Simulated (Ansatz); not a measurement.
Ta₂S₂⁺. Charge 1, multiplicity 2. Geometry r2SCAN-D4/def2-SVP, basis def2-TZVP, Ansatz.

| atom | x (Å) | y (Å) | z (Å) |
| --- | --- | --- | --- |
| Ta1 | 0.037 | -0.207 | -1.276 |
| Ta2 | -1.028 | -0.028 | 0.785 |
| S3 | 0.752 | -1.540 | 0.522 |
| S4 | 0.239 | 1.775 | -0.031 |

```tsv
run	HOMO (eV)	LUMO (eV)
A	-9.11	-8.55
B	-10.66	-6.54
C	-9.29	-8.31
D	-9.96	-7.60
E	-9.58	-7.99
F	-8.93	-8.42
```

In the def2 sets Ta takes a core potential; there is no spin–orbit coupling. HSE06 is defined as in plane-wave codes, on full-range PBE exchange. The structure comes from a short search, and lower isomers may exist.

HOMO and LUMO are taken over both spins.

The runs used BHLYP, BLYP, HSE06, PBE, PBE0, r2SCAN. Estimate which is which.

A PBE (0 % exact exchange); B BHLYP (50 % exact exchange); C r2SCAN (0 % exact exchange); D PBE0 (25 % exact exchange); E HSE06 (range-separated); F BLYP (0 % exact exchange). Exact exchange lowers occupied and raises empty levels; among semilocal functionals meta-GGAs tend to open the gap a little, and such runs are hard to tell apart. The gap grows from 0.51 eV (BLYP) to 4.13 eV (BHLYP).
